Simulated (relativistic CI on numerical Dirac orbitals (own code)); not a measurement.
Computed by Dirac-Coulomb-Breit CI, orbitals from a KLI potential per configuration, a model potential for QED, unscaled Slater integrals (own radial code, finite nucleus).

The strongest absorption lines from the ground level of an ion, among the configurations computed and to levels below about 161 eV (vacuum wavelength in Å, gf): 88.852 (28), 88.994 (12), 89.838 (21), 100.16 (0.89), 100.33 (0.76), 100.93 (0.59), 101.39 (1.1), 101.98 (1.1).

Q: Which ion is it?
A. Cs¹⁰⁺
B. Pr¹⁴⁺
C. La¹²⁺
D. I⁸⁺

A: C. La¹²⁺ has 45 electrons and the ground level 4s²4p⁶4d⁹ ²D5/2; the strongest line goes to 4s²4p⁶4d⁸4f ²F°7/2. The pattern of lines fixes the number of electrons, and along that sequence the line energies rise steadily with the charge (about as its square where n changes within one kind of shell, about linearly where n is kept but much faster in heavy ions where fine structure, which grows about as Z⁴, sets the gap, and irregularly where shells cross), which fixes Z. Configurations outside the model, such as inner-shell arrays, can give stronger lines. At this charge energies of transitions that change n are usually good to better than 1 %, and those within a shell (Δn = 0) to a few per cent. Levels and lines within the n = 5 or 6 shells can be off by up to 10 % or somewhat more, and those that change n by about 2 %, since core polarisation is missing.

LS names give the leading component of a level, which can be under half, so a name can repeat, a term be missing and a line seem to break the LS rules.
